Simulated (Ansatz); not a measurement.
Geometry optimisation of Al₄Ga₄.

```yaml
crystal:
  periodic: [false, false, false]
  atoms:
    - {symbol: Al, position_ang: [0.514040, -0.270110, -1.719470]}
    - {symbol: Al, position_ang: [1.312570, -1.984540, 0.083640]}
    - {symbol: Al, position_ang: [-0.845390, -2.944450, 1.386390]}
    - {symbol: Al, position_ang: [2.486930, 0.611630, -0.239370]}
    - {symbol: Ga, position_ang: [-0.633720, 1.993860, -0.628710]}
    - {symbol: Ga, position_ang: [1.398990, 2.854320, 0.646360]}
    - {symbol: Ga, position_ang: [-2.509020, 0.969580, 0.814550]}
    - {symbol: Ga, position_ang: [-1.724390, -1.230310, -0.343390]}
basis:
  gaussian: {orbitals: def2-SVP}
hamiltonian: {xc: pbe0, dispersion: d4}
scf: {lower_state_search: "off"}
output: {orbitals: {seedname: orbitals}}
relax: {f_tol: 0.02, max_steps: 100}
```

```sh
$ ansatz run in.yaml --threads 4 --pin off --events-out ev --progress --plain --max-ram 4787MiB
```

Shortened log:

```
Functional definition: PBE0
mean field -235824.84301189 eV, -8666.4031328670 hartree, gradient 9.7e-6 eV, S^2 0.000000; 0 other end points of the search recorded, 0 dependent functions left out
relax step   1: F+E_penalty+E_count = -235825.36193790 eV  Δ(F+E_penalty+E_count) = +0.000e0 eV  max|allowed force component| = 9.258e-1 eV/Å  Δτ_max = 0.0000 Å  (22 SCF iters, accepted)
mean field -235825.11327050 eV, -8666.4130646879 hartree, gradient 2.1e-6 eV, S^2 0.000000; 0 other end points of the search recorded, 0 dependent functions left out
relax step   2: F+E_penalty+E_count = -235825.64290337 eV  Δ(F+E_penalty+E_count) = -2.810e-1 eV  max|allowed force component| = 2.732e-1 eV/Å  Δτ_max = 0.1948 Å  (33 SCF iters, accepted)
mean field -235825.29291321 eV, -8666.4196664358 hartree, gradient 2.6e-6 eV, S^2 0.000000; 0 other end points of the search recorded, 0 dependent functions left out
relax step   3: F+E_penalty+E_count = -235825.81815601 eV  Δ(F+E_penalty+E_count) = -1.753e-1 eV  max|allowed force component| = 2.300e-1 eV/Å  Δτ_max = 0.1942 Å  (30 SCF iters, accepted)
mean field -235825.50167001 eV, -8666.4273381068 hartree, gradient 1.9e-6 eV, S^2 0.000000; 0 other end points of the search recorded, 0 dependent functions left out
relax step   4: F+E_penalty+E_count = -235826.02491098 eV  Δ(F+E_penalty+E_count) = -2.068e-1 eV  max|allowed force component| = 3.223e-1 eV/Å  Δτ_max = 0.1954 Å  (31 SCF iters, accepted)
mean field -235825.65342397 eV, -8666.4329149617 hartree, gradient 2.4e-6 eV, S^2 0.000000; 0 other end points of the search recorded, 0 dependent functions left out
relax step   5: F+E_penalty+E_count = -235826.17613167 eV  Δ(F+E_penalty+E_count) = -1.512e-1 eV  max|allowed force component| = 2.872e-1 eV/Å  Δτ_max = 0.1940 Å  (29 SCF iters, accepted)
mean field -235825.74803176 eV, -8666.4363917340 hartree, gradient 2.6e-6 eV, S^2 0.000000; 0 other end points of the search recorded, 0 dependent functions left out
relax step   6: F+E_penalty+E_count = -235826.27154936 eV  Δ(F+E_penalty+E_count) = -9.542e-2 eV  max|allowed force component| = 2.037e-1 eV/Å  Δτ_max = 0.1949 Å  (27 SCF iters, accepted)
mean field -235825.80338646 eV, -8666.4384259817 hartree, gradient 3.1e-6 eV, S^2 0.000000; 0 other end points of the search recorded, 0 dependent functions left out
relax step   7: F+E_penalty+E_count = -235826.32685472 eV  Δ(F+E_penalty+E_count) = -5.531e-2 eV  max|allowed force component| = 1.805e-1 eV/Å  Δτ_max = 0.1995 Å  (26 SCF iters, accepted)
mean field -235825.84708780 eV, -8666.4400319764 hartree, gradient 4.6e-6 eV, S^2 0.000000; 0 other end points of the search recorded, 0 dependent functions left out
relax step   8: F+E_penalty+E_count = -235826.36898679 eV  Δ(F+E_penalty+E_count) = -4.213e-2 eV  max|allowed force component| = 1.849e-1 eV/Å  Δτ_max = 0.1955 Å  (25 SCF iters, accepted)
mean field -235825.88357677 eV, -8666.4413729212 hartree, gradient 8.6e-6 eV, S^2 0.000000; 0 other end points of the search recorded, 0 dependent functions left out
relax step   9: F+E_penalty+E_count = -235826.40157708 eV  Δ(F+E_penalty+E_count) = -3.259e-2 eV  max|allowed force component| = 1.325e-1 eV/Å  Δτ_max = 0.1956 Å  (25 SCF iters, accepted)
mean field -235825.90927313 eV, -8666.4423172450 hartree, gradient 6.6e-6 eV, S^2 0.000000; 0 other end points of the search recorded, 0 dependent functions left out
relax step  10: F+E_penalty+E_count = -235826.42317416 eV  Δ(F+E_penalty+E_count) = -2.160e-2 eV  max|allowed force component| = 1.533e-1 eV/Å  Δτ_max = 0.1623 Å  (25 SCF iters, accepted)
mean field -235825.93306419 eV, -8666.4431915502 hartree, gradient 2.8e-6 eV, S^2 0.000000; 0 other end points of the search recorded, 0 dependent functions left out
relax step  11: F+E_penalty+E_count = -235826.44462918 eV  Δ(F+E_penalty+E_count) = -2.146e-2 eV  max|allowed force component| = 2.294e-1 eV/Å  Δτ_max = 0.1769 Å  (30 SCF iters, accepted)
mean field -235825.96265187 eV, -8666.4442788777 hartree, gradient 8.1e-6 eV, S^2 0.000000; 0 other end points of the search recorded, 0 dependent functions left out
relax step  12: F+E_penalty+E_count = -235826.47067148 eV  Δ(F+E_penalty+E_count) = -2.604e-2 eV  max|allowed force component| = 3.674e-1 eV/Å  Δτ_max = 0.1910 Å  (26 SCF iters, accepted)
mean field -235826.01112922 eV, -8666.4460603874 hartree, gradient 1.7e-6 eV, S^2 0.000000; 0 other end points of the search recorded, 0 dependent functions left out
relax step  13: F+E_penalty+E_count = -235826.51901682 eV  Δ(F+E_penalty+E_count) = -4.835e-2 eV  max|allowed force component| = 4.404e-1 eV/Å  Δτ_max = 0.1938 Å  (30 SCF iters, accepted)
mean field -235826.07079636 eV, -8666.4482531142 hartree, gradient 1.5e-6 eV, S^2 0.000000; 0 other end points of the search recorded, 0 dependent functions left out
relax step  14: F+E_penalty+E_count = -235826.58232475 eV  Δ(F+E_penalty+E_count) = -6.331e-2 eV  max|allowed force component| = 1.815e-1 eV/Å  Δτ_max = 0.1941 Å  (31 SCF iters, accepted)
mean field -235826.11808912 eV, -8666.4499910910 hartree, gradient 3.0e-6 eV, S^2 0.000000; 0 other end points of the search recorded, 0 dependent functions left out
relax step  15: F+E_penalty+E_count = -235826.63563445 eV  Δ(F+E_penalty+E_count) = -5.331e-2 eV  max|allowed force component| = 8.756e-2 eV/Å  Δτ_max = 0.1966 Å  (27 SCF iters, accepted)
mean field -235826.14598119 eV, -8666.4510161057 hartree, gradient 3.2e-6 eV, S^2 0.000000; 0 other end points of the search recorded, 0 dependent functions left out
relax step  16: F+E_penalty+E_count = -235826.66760079 eV  Δ(F+E_penalty+E_count) = -3.197e-2 eV  max|allowed force component| = 7.002e-2 eV/Å  Δτ_max = 0.1938 Å  (26 SCF iters, accepted)
mean field -235826.16694571 eV, -8666.4517865378 hartree, gradient 2.8e-6 eV, S^2 0.000000; 0 other end points of the search recorded, 0 dependent functions left out
relax step  17: F+E_penalty+E_count = -235826.69273408 eV  Δ(F+E_penalty+E_count) = -2.513e-2 eV  max|allowed force component| = 1.211e-1 eV/Å  Δτ_max = 0.1964 Å  (27 SCF iters, accepted)
mean field -235826.18275789 eV, -8666.4523676244 hartree, gradient 2.5e-6 eV, S^2 0.000000; 0 other end points of the search recorded, 0 dependent functions left out
relax step  18: F+E_penalty+E_count = -235826.71259016 eV  Δ(F+E_penalty+E_count) = -1.986e-2 eV  max|allowed force component| = 1.070e-1 eV/Å  Δτ_max = 0.1970 Å  (27 SCF iters, accepted)
mean field -235826.19891997 eV, -8666.4529615699 hartree, gradient 4.9e-6 eV, S^2 0.000000; 0 other end points of the search recorded, 0 dependent functions left out
relax step  19: F+E_penalty+E_count = -235826.72569421 eV  Δ(F+E_penalty+E_count) = -1.310e-2 eV  max|allowed force component| = 7.399e-2 eV/Å  Δτ_max = 0.1922 Å  (27 SCF iters, accepted)
mean field -235826.20699503 eV, -8666.4532583231 hartree, gradient 2.8e-6 eV, S^2 0.000000; 0 other end points of the search recorded, 0 dependent functions left out
relax step  20: F+E_penalty+E_count = -235826.73294890 eV  Δ(F+E_penalty+E_count) = -7.255e-3 eV  max|allowed force component| = 7.292e-2 eV/Å  Δτ_max = 0.0657 Å  (25 SCF iters, accepted)
mean field -235826.22083364 eV, -8666.4537668825 hartree, gradient 4.7e-6 eV, S^2 0.000000; 0 other end points of the search recorded, 0 dependent functions left out
relax step  21: F+E_penalty+E_count = -235826.74069658 eV  Δ(F+E_penalty+E_count) = -7.748e-3 eV  max|allowed force component| = 7.413e-2 eV/Å  Δτ_max = 0.1274 Å  (25 SCF iters, accepted)
mean field -235826.23403763 eV, -8666.4542521203 hartree, gradient 1.4e-6 eV, S^2 0.000000; 0 other end points of the search recorded, 0 dependent functions left out
relax step  22: F+E_penalty+E_count = -235826.74896400 eV  Δ(F+E_penalty+E_count) = -8.267e-3 eV  max|allowed force component| = 1.552e-1 eV/Å  Δτ_max = 0.1351 Å  (30 SCF iters, accepted)
mean field -235826.24091016 eV, -8666.4545046813 hartree, gradient 2.7e-6 eV, S^2 0.000000; 0 other end points of the search recorded, 0 dependent functions left out
relax step  23: F+E_penalty+E_count = -235826.75432833 eV  Δ(F+E_penalty+E_count) = -5.364e-3 eV  max|allowed force component| = 1.612e-1 eV/Å  Δτ_max = 0.1016 Å  (27 SCF iters, accepted)
mean field -235826.24601584 eV, -8666.4546923112 hartree, gradient 2.2e-6 eV, S^2 0.000000; 0 other end points of the search recorded, 0 dependent functions left out
relax step  24: F+E_penalty+E_count = -235826.75920333 eV  Δ(F+E_penalty+E_count) = -4.875e-3 eV  max|allowed force component| = 4.952e-2 eV/Å  Δτ_max = 0.0593 Å  (26 SCF iters, accepted)
mean field -235826.24634131 eV, -8666.4547042720 hartree, gradient 2.0e-6 eV, S^2 0.000000; 0 other end points of the search recorded, 0 dependent functions left out
relax step  25: F+E_penalty+E_count = -235826.76035436 eV  Δ(F+E_penalty+E_count) = -1.151e-3 eV  max|allowed force component| = 5.229e-2 eV/Å  Δτ_max = 0.0371 Å  (28 SCF iters, accepted)
mean field -235826.24770965 eV, -8666.4547545578 hartree, gradient 2.8e-6 eV, S^2 0.000000; 0 other end points of the search recorded, 0 dependent functions left out
relax step  26: F+E_penalty+E_count = -235826.76134839 eV  Δ(F+E_penalty+E_count) = -9.940e-4 eV  max|allowed force component| = 2.088e-2 eV/Å  Δτ_max = 0.0214 Å  (26 SCF iters, accepted)
mean field -235826.24797334 eV, -8666.4547642481 hartree, gradient 1.5e-6 eV, S^2 0.000000; 0 other end points of the search recorded, 0 dependent functions left out
relax step  27: F+E_penalty+E_count = -235826.76147677 eV  Δ(F+E_penalty+E_count) = -1.284e-4 eV  max|allowed force component| = 1.098e-2 eV/Å  Δτ_max = 0.0085 Å  (25 SCF iters, accepted)
Total energy: -235826.76150536 eV, -8666.4736362017 hartree
Atom 0 at     0.078563    -0.035723    -0.704908 Å, force    -0.003525     0.004176    -0.002764 eV/Å
Atom 1 at     1.042012    -1.701095     1.228608 Å, force    -0.008802    -0.000894     0.001961 eV/Å
Atom 2 at    -0.358639    -2.917520    -0.577210 Å, force     0.002415    -0.002481    -0.000684 eV/Å
Atom 3 at     2.357224     0.391669     0.603883 Å, force    -0.001619     0.000716    -0.001202 eV/Å
Atom 4 at    -0.825212     2.660655    -0.893615 Å, force     0.003060    -0.000356     0.003314 eV/Å
Atom 5 at     1.595752     2.160384    -0.919336 Å, force    -0.005775    -0.004033     0.001336 eV/Å
Atom 6 at    -2.139857     0.911260     0.267593 Å, force     0.003262     0.002280    -0.004127 eV/Å
Atom 7 at    -1.749833    -1.469649     0.994983 Å, force     0.010984     0.000593     0.002165 eV/Å
Dipole moment:     0.000247    -0.036412    -0.027830 e Å
Checks for a lower state left out: stability, starts, cluster_reference, orbital_swaps, neighbouring_geometries, increment
```

Run time 3.6 min (4 threads of Arm Neoverse V2 on a shared host), peak host memory 0.88 GiB.

The restricted singlet is unstable towards broken spin symmetry at other levels; at PBE0-D4/def2-SVP this wasn't settled. Another isomer (singlet) lies 1.05 eV lower at PBE0-D4/def2-TZVP; other spin states weren't run for this one.
